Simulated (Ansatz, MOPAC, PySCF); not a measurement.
Species: AlOF2H, charge 0, multiplicity 1. SMILES: [OH][Al]([F])[F]
Geometry from a B3LYP-D3(BJ)/def2-TZVP (Ansatz, a quantum-chemistry and plane-wave program) optimisation:
```
Al
F 1 1.6384
F 1 1.6432 2 118.54
O 1 1.6783 2 118.97 3 -180.00
H 4 0.9581 1 124.21 2 180.00
```

Unscaled harmonic wavenumbers (cm⁻¹) in rising order, each level at the stationary point that it reaches from this structure (no distance between atoms moves by over 0.3 Å); the order of modes can differ between levels, and a negative number is imaginary. B3LYP-D3(BJ)/def2-TZVP (PySCF, at the structure above): 232, 248, 293, 355, 624, 697, 931, 964, 3908.

AM1 (MOPAC): 180, 210, 237, 366, 840, 1014, 1139, 1217, 3567. Zero-point energy 12.5 against 11.8 kcal/mol; where all levels lie over 400 cm⁻¹, the wavenumbers are on average 1.240 times those of B3LYP-D3(BJ)/def2-TZVP.

B3LYP/6-31G* (Ansatz): 238, 261, 290, 333, 669, 710, 960, 983, 3846. Zero-point energy 11.9 against 11.8 kcal/mol; where all levels lie over 400 cm⁻¹, the wavenumbers are on average 1.025 times those of B3LYP-D3(BJ)/def2-TZVP.
